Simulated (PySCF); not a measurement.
**Sr: excitation energy**

Sr [Kr] 5s2 (1S) → Sr [Kr] 4d2 (3F), as a difference of total energies. All numbers are calculated (PySCF 2.14, scalar relativity by spin-free X2C-1e, in aug-cc-pwCVTZ-X2C with one added diffuse shell each of s, p, d, f type (11s10p8d4f, 109 functions)). Correlated levels: valence and next inner shell: [Ar] 3d10 frozen. The calculations carry no spin-orbit coupling.

| method | excitation energy (cm⁻¹) |
| --- | --- |
| UHF | 35311 |
| MP2 (valence and next inner shell) | 39448 |
| SCS-MP2 (valence and next inner shell) | 40745 |
| CCSD (valence and next inner shell) | 39053 |
| CCSD(T) (valence and next inner shell) | 39497 |

A first-order spin-orbit estimate (lowest level to lowest level, LS coupling) adds -0.020 eV.
